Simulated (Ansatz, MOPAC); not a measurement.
System: propane-1,1-diselenol, C₃H₈Se₂, net charge 0, singlet state. SMILES: CCC([SeH])[SeH]

Atoms: C1, C2, C3, Se4, Se5, H6, H7, H8, H9, H10, H11, H12, H13. Bonds: C1-C2, C1-H6, C1-H7, C1-H8, C2-C3, C2-H9, C2-H10, C3-Se4, C3-Se5, C3-H11, Se4-H12, Se5-H13.

Bond lengths (Å) and angles (degrees) optimised at PM6 with MOPAC; HF/STO-3G with Ansatz (a quantum-chemistry and plane-wave program); B3LYP/LANL2DZ with Ansatz; MP2/6-31G* with LANL2DZ past Ar with Ansatz, each started from the B3LYP-D3(BJ)/def2-TZVP structure (Ansatz) of the last column. A row stands for all coordinates that are equal there; 13 of 29 kinds are shown. 6-31G* holds six Cartesian d functions. No wavenumbers were computed at HF/STO-3G, B3LYP/LANL2DZ, MP2/6-31G* with LANL2DZ past Ar, so these may be saddle points.

```
coordinate             PM6       HF/STO-3G  B3LYP/LANL2DZ  MP2/6-31G* with LANL2DZ past Ar  B3LYP-D3(BJ)/def2-TZVP
----------  --------------  --------------  -------------  -------------------------------  ----------------------
C1-C2                1.531           1.542          1.546                            1.527                   1.528
C1-H6                1.096           1.085          1.097                            1.093                   1.091
C1-H7       1.096 to 1.116  1.086 to 1.089          1.098                            1.094                   1.092
C2-C3                1.526           1.554          1.543                            1.524                   1.524
C2-H9                1.111           1.089          1.099                            1.096                   1.093
C3-Se4               1.973           1.958          2.034                            2.000                   1.989
C3-Se5               1.971           1.956          2.027                            1.990                   1.973
C3-H11               1.119           1.089          1.094                            1.093                   1.089
C1-C2-C3             113.1           113.5          113.9                            113.8                   113.8
C2-C3-Se4            108.9           110.3          109.4                            109.7                   109.6
C2-C3-Se5            111.6           111.5          112.4                            112.2                   112.7
Se4-C3-Se5           115.0           114.4          113.4                            114.1                   113.2
C2-C1-H6             110.6           109.8          109.9                            110.1                   110.3
```

A range marks coordinates that this level makes unequal.

Mean signed difference of all 12 bond lengths from B3LYP-D3(BJ)/def2-TZVP: PM6 0.006 Å, HF/STO-3G -0.008 Å, B3LYP/LANL2DZ 0.018 Å, MP2/6-31G* with LANL2DZ past Ar 0.007 Å.
